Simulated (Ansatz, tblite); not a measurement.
Forces on Sn₂Se⁺ at its r2SCAN-D4/def2-TZVP geometry. The state is a doublet with charge 1.

In the def2 sets Sn takes a core potential; there is no spin–orbit coupling. The xTB rows come from tblite. Another isomer (doublet) lies 0.68 eV lower at PBE0-D4/def2-TZVP; other spin states weren't run for this one.

GFN1-xTB (tblite), largest force 0.59 eV/Å:

```xyz
3
positions Å, forces eV/Å
Sn   -0.832    1.342    1.694    0.340   -0.389   -0.284
Sn    0.332   -1.066   -2.029    0.075    0.159    0.562
Se    0.500   -0.277    0.335   -0.415    0.230   -0.278
```

GFN2-xTB (tblite), largest force 0.20 eV/Å:

```
Sn -0.064 0.113 0.156
Sn 0.039 -0.099 -0.173
Se 0.025 -0.014 0.017
```

PBE-D4/def2-TZVP (Ansatz), largest force 0.24 eV/Å:

```
Sn -0.124 0.153 0.131
Sn -0.014 -0.076 -0.223
Se 0.138 -0.076 0.093
```
